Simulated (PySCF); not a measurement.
## HBr⁻: one state, many levels of theory

State: ²Σ⁺ (doublet), unpaired electrons σ ↑. Set-up: PySCF, no relativity, basis sets H def2-TZVPPD, Br def2-TZVPPD. De refers to H + Br⁻ in their ground configurations, without counterpoise correction. The functionals are run spin-unrestricted. A positive dipole points towards Br; it is taken about the centre of mass and depends on that origin. Levels whose curve was spin-contaminated or gave no clean fit are not listed.

| Level | Re (Å) | ωe (cm⁻¹) | De (eV) | μ (D) |
| --- | --- | --- | --- | --- |
| UHF-MP2 | 2.495 | 273 | 0.069 | n/a |
| UHF-SCS-MP2 | 2.475 | 276 | 0.066 | n/a |
| UHF-CCSD | 2.308 | 441 | 0.135 | n/a |
| UHF-CCSD(T) | 2.282 | 471 | 0.158 | n/a |
| PBE | 2.191 | 545 | 0.299 | 2.40 |
| r²SCAN | 2.250 | 551 | 0.368 | 2.18 |
| TPSSh | 2.279 | 555 | 0.434 | 2.13 |
| r²SCANh | 2.252 | 554 | 0.351 | 2.12 |
| PBE0 | 2.217 | 538 | 0.222 | 2.16 |
| r²SCAN0 | 2.257 | 556 | 0.329 | 2.02 |
| B97-3 | 2.297 | 490 | 0.156 | 2.20 |
| MN15 | 2.355 | 496 | 0.159 | 1.92 |
| ωB97M-V | 2.289 | 492 | 0.161 | 2.06 |

**Question.** Which functional lies closest to UHF-CCSD(T) in De, which farthest, and by how much do they differ from it?

**Answer.** Closest is MN15 (+7.3 pm in Re, +5.3 % in ωe, +0.00 eV in De against UHF-CCSD(T) in the same basis), farthest TPSSh (-0.3 pm in Re, +17.8 % in ωe, +0.28 eV in De). CCSD(T) converges more slowly with the basis than the functionals do and binds too weakly in this one, so the order can change at the basis-set limit.

**Question.** What does a quarter of exact exchange do here, going from PBE to PBE0?

**Answer.** PBE0 less PBE: +2.6 pm in Re, -1.3 % in ωe, -0.08 eV in De. Exact exchange removes part of the self-interaction that spreads semilocal densities, and in most molecules shortens and stiffens the bond and lowers De; here Re and ωe go the other way.

**Question.** What does the step from GGA to meta-GGA do here, going from PBE to r²SCAN?

**Answer.** r²SCAN less PBE: +5.9 pm in Re, +1.1 % in ωe, +0.07 eV in De. 

Correlated steps freeze 9 core orbitals. The bond is weak. Basis-set superposition, not corrected here, can be much of De in a small basis, most of all at correlated wavefunction levels. Spin–orbit coupling is left out. For an ion De counts to the pair picked by the measured ionisation energies or electron affinities, which need not be the lowest pair at this level. The highest Kohn–Sham level is positive in this anion. Much of that is self-interaction error, but it also means that the finite basis helps to hold the extra electron. The state is the lowest determinant that a PBE0 search found; another state may lie lower at other levels.

The whole job (state search and all levels along the bond) took about 5.5 min on 1 thread of AMD EPYC 9R45 96-Core (shared host), peak memory 1.8 GiB.
